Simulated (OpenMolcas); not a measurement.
## C I: Slater's ratio, worked from levels

| Item | Value |
| --- | --- |
| Program | OpenMolcas 26.06 |
| Basis | ANO-RCC-VTZP [4s3p2d1f] |
| Scalar Hamiltonian | DKH2, point nucleus |
| Active space | 4 electrons in 4 orbitals (2s 2p) |
| State averaging | 2S+1 = 3 even, 3 roots; 2S+1 = 1 even, 6 roots; 2S+1 = 5 odd, 1 root; 2S+1 = 3 odd, 8 roots |
| Spin-orbit coupling | state interaction with AMFI integrals over the reference wave functions, term energies averaged over their components |

Methods: CASSCF; SS-CASPT2, IPEA 0.25 Eh, imaginary shift 0.1 Eh (closed shells correlated: 1s). Measured levels: NIST Handbook of Basic Atomic Spectroscopic Data.

**Slater's ratio.** With one set of orbitals, p2 has ¹D - ³P = 6 F2 and ¹S - ¹D = 9 F2 (F2 = F²/25), a ratio of 3/2. Term energies are centres of gravity, weighted by 2J + 1.

| Source | ¹D - ³P | ¹S - ³P | F2 from the first | Ratio |
| --- | --- | --- | --- | --- |
| CASSCF | 12733 | 21177 | 2122 | 0.663 |
| SS-CASPT2 | 9992 | 20516 | 1665 | 1.053 |
| measured | 10163 | 21618 | 1694 | 1.127 |

Energies in cm-1. A ratio away from 3/2 shows effects beyond one configuration with one set of orbitals, and in heavier atoms second-order spin-orbit shifts. In CASSCF the valence s occupation is 1.85 in ¹S against 1.96 in ¹D: mixing out of s² acts most on ¹S and pulls it down.

Term energies are means over components that CASPT2 splits; among the terms shown or strongly mixed into the levels shown the widest spread is 15 cm-1 (2s² 2p² ¹D, SS-CASPT2). Over all roots computed the reference weight is 0.94 to 0.99 in SS-CASPT2; the roots of lowest weight are the least certain, and an intruder state may touch them. Without dynamic correlation excited terms often stand tens of per cent too high (terms of higher spin than the ground term too low), and those without a measured partner can miss by more than the paired ones (holds for CASSCF). Measured partners are found by configuration, term and J. A level has none where our copy of the source lacks it or the pairing is in doubt (some pairs that miss far off the trend of their configuration count as doubtful), and it then counts in no deviation. Only configurations of the active space appear.
